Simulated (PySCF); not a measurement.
From one molecule to another.

First species: C7H7P3.
Bonds: C1–C2 (triple), C2–C3, C3–P4 (aromatic), P4–C5 (aromatic), C5–P6 (aromatic), P6–C7 (aromatic), C7–C8, C8–C9, C7–P10 (aromatic), C3–P10 (aromatic). Hydrogens: H11 on C1; H12 on C5; H13, H14 on C8; H15, H16, H17 on C9.

Second species: C7H16Si2.
SMILES: `C=CCC1([SiH2]C[SiH3])CC1`

Levels: PBE0/pcSseg-1 for dipole moment, HOMO energy, LUMO energy and HOMO–LUMO gap; GFN2-xTB for rotational constant A and rotational constant C. Geometries: GFN2-xTB. All species are isolated and taken at one optimised geometry, non-relativistic unless stated. Electronic properties by PySCF.

Dipoles, sizes and rotational constants follow the conformer. The torsions of the flexible species, by atom-mapped SMILES:
- `[CH:1]#[C:2][c:3]1[p:4][cH:5][p:6][c:7]([CH2:8][CH3:9])[p:10]1`: P6–C7–C8–C9 84°
- `[CH2:1]=[CH:2][CH2:3][C:4]1([SiH2:5][CH2:6][SiH3:7])[CH2:8][CH2:9]1`: C1–C2–C3–C4 -122°, C2–C3–C4–Si5 65°, C3–C4–Si5–C6 -77°, C4–Si5–C6–Si7 -178°

```tsv
property	column X	column Y
dipole moment	0.99 D	1.22 D
HOMO energy	-6.99 eV	-7.47 eV
LUMO energy	-2.83 eV	0.24 eV
HOMO–LUMO gap	4.16 eV	7.71 eV
rotational constant A	1.385 GHz	1.478 GHz
rotational constant C	0.468 GHz	0.536 GHz
```

Q: Which column belongs to which species?

A: Column X is the first species and column Y the second. The first has 17 atoms and 94 electrons, the second 25 and 86.

Q: How does each property change from the first species to the second?

A: dipole moment +0.23 D; HOMO energy -0.48 eV; LUMO energy +3.07 eV; HOMO–LUMO gap +3.55 eV; rotational constant A +0.093 GHz; rotational constant C +0.068 GHz.

On the first: The dipole equals about 3.3 × 10⁻³⁰ C·m (1 D = 3.33564 × 10⁻³⁰ C·m).

On the second: The dipole equals about 4.1 × 10⁻³⁰ C·m (1 D = 3.33564 × 10⁻³⁰ C·m).
